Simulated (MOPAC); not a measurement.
MOPAC input (AM1):

```
AM1 PRECISE GNORM=0.05 LET XYZ UHF MS=0.5 GEO-OK AUX(PRECISION=9) THREADS=1
CH2BO

B    -0.22499700 1   -0.01005700 1   -1.34691100 1
H    -0.33436400 1    1.04036300 1   -1.88677100 1
H    -0.29447600 1   -1.06847100 1   -1.87768800 1
C     0.01701800 1    0.00076100 1    0.10187600 1
O     0.20646500 1    0.00922800 1    1.23597000 1
```

From the output:

```
                                                       MOPAC v23.2.5 Linux

          FINAL HEAT OF FORMATION =          7.62167 KCAL/MOL =      31.88908 KJ/MOL

          COSMO AREA              =         80.39 SQUARE ANGSTROMS
          COSMO VOLUME            =         61.97 CUBIC ANGSTROMS

          GRADIENT NORM           =          0.00436          =       0.00195 PER ATOM
          IONIZATION POTENTIAL    =          8.554443 EV
          ALPHA SOMO LUMO (EV)    =         -8.554  0.668
          BETA  SOMO LUMO (EV)    =        -12.386  0.035
          NO. OF ALPHA ELECTRONS  =          8
          NO. OF BETA  ELECTRONS  =          7
          MOLECULAR WEIGHT        =         40.8362         POINT GROUP:  C2v

          MOLECULAR DIMENSIONS (Angstroms)

            Atom       Atom       Distance
            O     5    H     2     3.36501
            H     3    H     2     2.02442
            C     4    O     5     0.00000

          SCF CALCULATIONS        =         14

   ATOM   CHEMICAL          X               Y               Z
  NUMBER   SYMBOL      (ANGSTROMS)     (ANGSTROMS)     (ANGSTROMS)

     1       B         -0.22874866  *  -0.01022198  *  -1.36936988  *
     2       H         -0.33480715  *   1.05306027  *  -1.88803906  *
     3       H         -0.29443702  *  -1.08118427  *  -1.87883766  *
     4       C          0.01526753  *   0.00067842  *   0.09139637  *
     5       O          0.21116690  *   0.00943918  *   1.26411752  *

                             CARTESIAN COORDINATES

   1    B       -0.228748656    -0.010221980    -1.369369878
   2    H       -0.334807152     1.053060275    -1.888039059
   3    H       -0.294437022    -1.081184274    -1.878837660
   4    C        0.015267534     0.000678418     0.091396371
   5    O        0.211166900     0.009439178     1.264117516

           Empirical Formula: C H2 O B  =     5 atoms

      MOLECULAR POINT GROUP   :   C2v

          ALPHA EIGENVALUES
 -40.24810 -26.82074 -19.86093 -16.57945 -15.88846 -14.59658 -12.39439  -8.55444
   0.66756   1.55742   1.75877   4.27456   5.54575   6.32756

           BETA EIGENVALUES
 -39.42833 -25.94467 -19.38475 -15.65022 -14.75693 -14.33247 -12.38588   0.03525
   1.01758   1.99300   2.98805   4.63669   5.60472   6.78719

              NET ATOMIC CHARGES AND DIPOLE CONTRIBUTIONS

  ATOM NO.   TYPE          CHARGE      No. of ELECS.   s-Pop       p-Pop
    1          B           0.236152        2.7638     1.21368     1.55017
    2          H          -0.000923        1.0009     1.00092
    3          H          -0.000926        1.0009     1.00093
    4          C          -0.118200        4.1182     1.39196     2.72624
    5          O          -0.116103        6.1161     1.89654     4.21956
 DIPOLE           X         Y         Z       TOTAL
 POINT-CHG.    -0.383    -0.017    -2.293     2.325
 HYBRID         0.108     0.005     0.644     0.653
 SUM           -0.276    -0.012    -1.650     1.673

          ATOMIC ORBITAL ELECTRON POPULATIONS

     Atom    s        px        py        pz
    1  B   1.21368   0.21152   0.76610   0.57254
    2  H   1.00092
    3  H   1.00093
    4  C   1.39196   1.14221   0.62296   0.96107
    5  O   1.89654   1.63780   1.41607   1.16569

                    (SZ)    =    0.500000
                    (S**2)  =    0.752752

          ATOMIC ORBITAL SPIN POPULATIONS

    Atom   Total    s     px     py     pz
         Atomic
    1  B  0.1828  0.010  0.175  0.008 -0.011
    2  H -0.0134 -0.013
    3  H -0.0134 -0.013
    4  C  0.5541  0.028  0.497  0.010  0.020
    5  O  0.2898  0.007  0.300 -0.008 -0.010

 **********************
 *                    *
 * JOB ENDED NORMALLY *
 *                    *
 **********************

 == MOPAC DONE ==
```

The geometry given is a B3LYP-D3(BJ)/def2-TZVP minimum.
